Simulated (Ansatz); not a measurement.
Ansatz (a program for electronic structure) input (B3LYP-D3(BJ)/def2-TZVP):

Ansatz 0.2 input:
```yaml
crystal:
  periodic: [false, false, false]
  atoms:
    - {symbol: Si, position_ang: [-0.24675166, -0.31480560, 0.45207189]}
    - {symbol: H, position_ang: [-0.98134586, -1.21116338, -0.55911929]}
    - {symbol: F, position_ang: [0.49287435, 0.62427130, -0.64109857]}
basis:
  gaussian:
    orbitals: def2-TZVP
hamiltonian:
  xc: b3lyp
  dispersion: d3bj
phonons: {temperatures: {t_min: 298.15, t_max: 298.15, t_step: 100}}
```

Output:

```
Functional definition: B3LYP
integrals: 0.01 GiB planned
461 factors; their error is unknown
mean field: 0.14 GiB planned
mean field evaluation 1: about -10610.7870 eV, gradient 3.5e1 eV
mean field evaluation 2: about -10605.0996 eV, gradient 7.2e1 eV
mean field evaluation 4: about -10612.6688 eV, gradient 8.9e-1 eV
mean field evaluation 8: about -10612.7049 eV, gradient 1.0e-1 eV
mean field -10612.70493083 eV, -390.0097126582 hartree, gradient 4.2e-5 eV, S^2 0.000000; 0 other end points of the search recorded, 0 dependent functions left out
the calculation of the forces begins
reference -10612.70510549 eV, -390.0097190769 hartree; 12, 12 occupied and 62, 62 virtual orbitals, 461 factors
these checks for a lower state are left out or cut short: stability, starts, cluster_reference, orbital_swaps, neighbouring_geometries, increment
integrals: 0.01 GiB planned
461 factors; their error is unknown
mean field: 0.14 GiB planned
mean field evaluation 16: about -10612.6709 eV, gradient 1.4e-1 eV
mean field -10612.70485488 eV, -390.0097098671 hartree, gradient 2.2e-6 eV, S^2 0.000000; 0 other end points of the search recorded, 0 dependent functions left out
the calculation of the forces begins
reference -10612.70502960 eV, -390.0097162881 hartree; 12, 12 occupied and 62, 62 virtual orbitals, 461 factors
these checks for a lower state are left out or cut short: stability, starts, cluster_reference, orbital_swaps, neighbouring_geometries, increment
integrals: 0.01 GiB planned
461 factors; their error is unknown
mean field: 0.14 GiB planned
mean field -10612.70486434 eV, -390.0097102146 hartree, gradient 1.9e-6 eV, S^2 0.000000; 0 other end points of the search recorded, 0 dependent functions left out
the calculation of the forces begins
reference -10612.70503894 eV, -390.0097166311 hartree; 12, 12 occupied and 62, 62 virtual orbitals, 461 factors
these checks for a lower state are left out or cut short: stability, starts, cluster_reference, orbital_swaps, neighbouring_geometries, increment
integrals: 0.01 GiB planned
461 factors; their error is unknown
mean field: 0.14 GiB planned
mean field evaluation 32: about -10612.7049 eV, gradient 1.1e-1 eV
mean field -10612.70489156 eV, -390.0097112153 hartree, gradient 8.4e-7 eV, S^2 0.000000; 0 other end points of the search recorded, 0 dependent functions left out
the calculation of the forces begins
reference -10612.70506624 eV, -390.0097176344 hartree; 12, 12 occupied and 62, 62 virtual orbitals, 461 factors
these checks for a lower state are left out or cut short: stability, starts, cluster_reference, orbital_swaps, neighbouring_geometries, increment
integrals: 0.01 GiB planned
461 factors; their error is unknown
mean field: 0.14 GiB planned
mean field -10612.70489593 eV, -390.0097113756 hartree, gradient 7.7e-7 eV, S^2 0.000000; 0 other end points of the search recorded, 0 dependent functions left out
the calculation of the forces begins
reference -10612.70507058 eV, -390.0097177939 hartree; 12, 12 occupied and 62, 62 virtual orbitals, 461 factors
these checks for a lower state are left out or cut short: stability, starts, cluster_reference, orbital_swaps, neighbouring_geometries, increment
integrals: 0.01 GiB planned
461 factors; their error is unknown
mean field: 0.14 GiB planned
mean field -10612.70490292 eV, -390.0097116326 hartree, gradient 1.7e-6 eV, S^2 0.000000; 0 other end points of the search recorded, 0 dependent functions left out
the calculation of the forces begins
reference -10612.70507755 eV, -390.0097180499 hartree; 12, 12 occupied and 62, 62 virtual orbitals, 461 factors
these checks for a lower state are left out or cut short: stability, starts, cluster_reference, orbital_swaps, neighbouring_geometries, increment
integrals: 0.01 GiB planned
461 factors; their error is unknown
mean field: 0.14 GiB planned
mean field -10612.70490400 eV, -390.0097116721 hartree, gradient 2.6e-6 eV, S^2 0.000000; 0 other end points of the search recorded, 0 dependent functions left out
the calculation of the forces begins
reference -10612.70507870 eV, -390.0097180922 hartree; 12, 12 occupied and 62, 62 virtual orbitals, 461 factors
these checks for a lower state are left out or cut short: stability, starts, cluster_reference, orbital_swaps, neighbouring_geometries, increment
integrals: 0.01 GiB planned
461 factors; their error is unknown
mean field: 0.14 GiB planned
mean field evaluation 64: about -10612.7049 eV, gradient 2.8e-6 eV
mean field -10612.70492181 eV, -390.0097123269 hartree, gradient 2.0e-6 eV, S^2 0.000000; 0 other end points of the search recorded, 0 dependent functions left out
the calculation of the forces begins
reference -10612.70509645 eV, -390.0097187448 hartree; 12, 12 occupied and 62, 62 virtual orbitals, 461 factors
these checks for a lower state are left out or cut short: stability, starts, cluster_reference, orbital_swaps, neighbouring_geometries, increment
integrals: 0.01 GiB planned
461 factors; their error is unknown
mean field: 0.14 GiB planned
mean field -10612.70491653 eV, -390.0097121326 hartree, gradient 1.2e-6 eV, S^2 0.000000; 0 other end points of the search recorded, 0 dependent functions left out
the calculation of the forces begins
reference -10612.70509121 eV, -390.0097185522 hartree; 12, 12 occupied and 62, 62 virtual orbitals, 461 factors
these checks for a lower state are left out or cut short: stability, starts, cluster_reference, orbital_swaps, neighbouring_geometries, increment
integrals: 0.01 GiB planned
461 factors; their error is unknown
mean field: 0.14 GiB planned
mean field -10612.70488051 eV, -390.0097108089 hartree, gradient 1.2e-6 eV, S^2 0.000000; 0 other end points of the search recorded, 0 dependent functions left out
the calculation of the forces begins
reference -10612.70505515 eV, -390.0097172268 hartree; 12, 12 occupied and 62, 62 virtual orbitals, 461 factors
these checks for a lower state are left out or cut short: stability, starts, cluster_reference, orbital_swaps, neighbouring_geometries, increment
integrals: 0.01 GiB planned
461 factors; their error is unknown
mean field: 0.14 GiB planned
mean field -10612.70486995 eV, -390.0097104210 hartree, gradient 1.5e-6 eV, S^2 0.000000; 0 other end points of the search recorded, 0 dependent functions left out
the calculation of the forces begins
reference -10612.70504464 eV, -390.0097168406 hartree; 12, 12 occupied and 62, 62 virtual orbitals, 461 factors
these checks for a lower state are left out or cut short: stability, starts, cluster_reference, orbital_swaps, neighbouring_geometries, increment
integrals: 0.01 GiB planned
461 factors; their error is unknown
mean field: 0.14 GiB planned
mean field -10612.70490894 eV, -390.0097118538 hartree, gradient 1.6e-6 eV, S^2 0.000000; 0 other end points of the search recorded, 0 dependent functions left out
the calculation of the forces begins
reference -10612.70508362 eV, -390.0097182730 hartree; 12, 12 occupied and 62, 62 virtual orbitals, 461 factors
these checks for a lower state are left out or cut short: stability, starts, cluster_reference, orbital_swaps, neighbouring_geometries, increment
integrals: 0.01 GiB planned
461 factors; their error is unknown
mean field: 0.14 GiB planned
mean field evaluation 96: about -10612.7049 eV, gradient 4.0e-5 eV
mean field -10612.70490988 eV, -390.0097118883 hartree, gradient 1.9e-6 eV, S^2 0.000000; 0 other end points of the search recorded, 0 dependent functions left out
the calculation of the forces begins
reference -10612.70508453 eV, -390.0097183065 hartree; 12, 12 occupied and 62, 62 virtual orbitals, 461 factors
Total energy: -10612.75338319 eV, -390.0114932496 hartree
Atom 0 at    -0.246752    -0.314806     0.452072 Å, force    -0.000143    -0.000173    -0.000283 eV/Å
Atom 1 at    -0.981346    -1.211163    -0.559119 Å, force    -0.000031    -0.000043     0.000250 eV/Å
Atom 2 at     0.492874     0.624271    -0.641099 Å, force     0.000174     0.000216     0.000033 eV/Å
Dipole moment:    -0.108422    -0.137118     0.128971 e Å
Vibrations: 831.55 867.49 1958.05 cm⁻¹, zero-point energy 0.226710 eV
```
